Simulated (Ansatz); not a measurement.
Consider the atomization: `C[Se][GeH2][F]` → C• + F• + Ge• + 5 H• + Se•.

Program: Ansatz. Geometries: PBE0-D4/def2-TZVP. ΔE: electronic, gas phase. CBS: MP2 limit from def2 TZ/QZ plus the TZ coupled-cluster correction, frozen cores. This one scheme is used for every species, atoms too. Functionals use def2-TZVPP. B3LYP here is the variant with VWN-RPA as its local correlation; programs differ in this. HSE06 is defined as in plane-wave codes. No spin–orbit coupling; open shells (•) take unrestricted orbitals. Spin–orbit coupling would lower the free atoms: a little for C, F; clearly for Ge, Se. For Ge, Se outer-core shells are correlated without core-valence functions, so the limit isn't a true one: a few kJ/mol of doubt a bond, and 10 to 20 or more in all where bonds break to atoms. Scalar relativity is left out up to krypton. One conformer a species, not always the lowest.

```json
{"level": "LDA (SPW92)", "ΔE (kJ/mol)": "3327.0", "difference from CCSD(T)/CBS": "403.5"}
{"level": "PBE-D4", "ΔE (kJ/mol)": "2939.2", "difference from CCSD(T)/CBS": "15.7"}
{"level": "revPBE-D4", "ΔE (kJ/mol)": "2867.5", "difference from CCSD(T)/CBS": "-56.0"}
{"level": "BLYP-D4", "ΔE (kJ/mol)": "2885.4", "difference from CCSD(T)/CBS": "-38.1"}
{"level": "r2SCAN-D4", "ΔE (kJ/mol)": "2918.4", "difference from CCSD(T)/CBS": "-5.1"}
{"level": "B97M-V", "ΔE (kJ/mol)": "2922.2", "difference from CCSD(T)/CBS": "-1.3"}
{"level": "PBE0-D4", "ΔE (kJ/mol)": "2891.4", "difference from CCSD(T)/CBS": "-32.1"}
{"level": "B3LYP-D4", "ΔE (kJ/mol)": "2892.1", "difference from CCSD(T)/CBS": "-31.4"}
{"level": "r2SCAN0-D4", "ΔE (kJ/mol)": "2870.3", "difference from CCSD(T)/CBS": "-53.2"}
{"level": "HSE06-D4", "ΔE (kJ/mol)": "2892.1", "difference from CCSD(T)/CBS": "-31.4"}
{"level": "BHLYP-D4", "ΔE (kJ/mol)": "2817.0", "difference from CCSD(T)/CBS": "-106.5"}
{"level": "CAM-B3LYP-D4", "ΔE (kJ/mol)": "2904.0", "difference from CCSD(T)/CBS": "-19.5"}
{"level": "ωB97X-V", "ΔE (kJ/mol)": "2921.3", "difference from CCSD(T)/CBS": "-2.2"}
{"level": "ωB97M-V", "ΔE (kJ/mol)": "2891.5", "difference from CCSD(T)/CBS": "-32.0"}
{"level": "B2PLYP", "ΔE (kJ/mol)": "2869.2", "difference from CCSD(T)/CBS": "-54.3"}
{"level": "PBE", "ΔE (kJ/mol)": "2920.4", "difference from CCSD(T)/CBS": "-3.1"}
{"level": "revPBE", "ΔE (kJ/mol)": "2815.9", "difference from CCSD(T)/CBS": "-107.6"}
{"level": "BLYP", "ΔE (kJ/mol)": "2844.7", "difference from CCSD(T)/CBS": "-78.8"}
{"level": "r2SCAN", "ΔE (kJ/mol)": "2914.0", "difference from CCSD(T)/CBS": "-9.5"}
{"level": "PBE0", "ΔE (kJ/mol)": "2875.5", "difference from CCSD(T)/CBS": "-48.0"}
{"level": "r2SCANh", "ΔE (kJ/mol)": "2893.6", "difference from CCSD(T)/CBS": "-29.9"}
{"level": "r2SCAN0", "ΔE (kJ/mol)": "2865.1", "difference from CCSD(T)/CBS": "-58.4"}
{"level": "HSE06", "ΔE (kJ/mol)": "2877.1", "difference from CCSD(T)/CBS": "-46.4"}
{"level": "BHLYP", "ΔE (kJ/mol)": "2791.1", "difference from CCSD(T)/CBS": "-132.4"}
{"level": "CAM-B3LYP", "ΔE (kJ/mol)": "2887.6", "difference from CCSD(T)/CBS": "-35.9"}
{"level": "LC-ωPBE", "ΔE (kJ/mol)": "2872.0", "difference from CCSD(T)/CBS": "-51.5"}
{"level": "HF/def2-SVP", "ΔE (kJ/mol)": "2095.6", "difference from CCSD(T)/CBS": "-827.9"}
{"level": "CCSD/def2-SVP", "ΔE (kJ/mol)": "2695.5", "difference from CCSD(T)/CBS": "-228.0"}
{"level": "CCSD(T)/def2-SVP", "ΔE (kJ/mol)": "2724.5", "difference from CCSD(T)/CBS": "-199.0"}
{"level": "HF/def2-TZVPP", "ΔE (kJ/mol)": "2100.3", "difference from CCSD(T)/CBS": "-823.2"}
{"level": "MP2/def2-TZVPP", "ΔE (kJ/mol)": "2884.8", "difference from CCSD(T)/CBS": "-38.7"}
{"level": "SCS-MP2/def2-TZVPP", "ΔE (kJ/mol)": "2871.4", "difference from CCSD(T)/CBS": "-52.1"}
{"level": "CCSD/def2-TZVPP", "ΔE (kJ/mol)": "2811.2", "difference from CCSD(T)/CBS": "-112.3"}
{"level": "CCSD(T)/def2-TZVPP", "ΔE (kJ/mol)": "2855.0", "difference from CCSD(T)/CBS": "-68.5"}
{"level": "HF/def2-QZVPP", "ΔE (kJ/mol)": "2102.6", "difference from CCSD(T)/CBS": "-820.9"}
{"level": "MP2/def2-QZVPP", "ΔE (kJ/mol)": "2924.9", "difference from CCSD(T)/CBS": "1.4"}
{"level": "SCS-MP2/def2-QZVPP", "ΔE (kJ/mol)": "2917.3", "difference from CCSD(T)/CBS": "-6.2"}
{"level": "HF/CBS(def2)", "ΔE (kJ/mol)": "2103.0", "difference from CCSD(T)/CBS": "-820.5"}
{"level": "MP2/CBS(def2)", "ΔE (kJ/mol)": "2953.3", "difference from CCSD(T)/CBS": "29.8"}
{"level": "CCSD/CBS(def2)", "ΔE (kJ/mol)": "2879.7", "difference from CCSD(T)/CBS": "-43.8"}
{"level": "CCSD(T)/CBS", "ΔE (kJ/mol)": "2923.5", "difference from CCSD(T)/CBS": "0"}
```

Largest T1 diagnostic among the species: 0.011.

From r2SCAN to r2SCAN0 (25 % exact exchange), in def2-TZVPP and without D4, ΔE moves by −49.0 kJ/mol: exact exchange takes away binding that semilocal exchange gives to molecules. Leaving LDA and LC-ωPBE aside and taking each functional with its dispersion term where it has one, the values spread over 122.3 kJ/mol, from BHLYP-D4 to PBE-D4. LDA lies +406.6 kJ/mol from PBE without D4, its usual overbinding. At CCSD(T), def2-SVP lies −199.0 kJ/mol from the extrapolated value and def2-TZVPP −68.5 kJ/mol: correlation converges slowly with the basis, and small sets miss more of it in the bonded molecule than in its fragments.

For atomizations the MP2-based limit and the directly extrapolated one differ by several kJ/mol either way, and by 10 to 25 for some Ge, Se and Sn compounds, so smaller differences from it don't rank the levels.
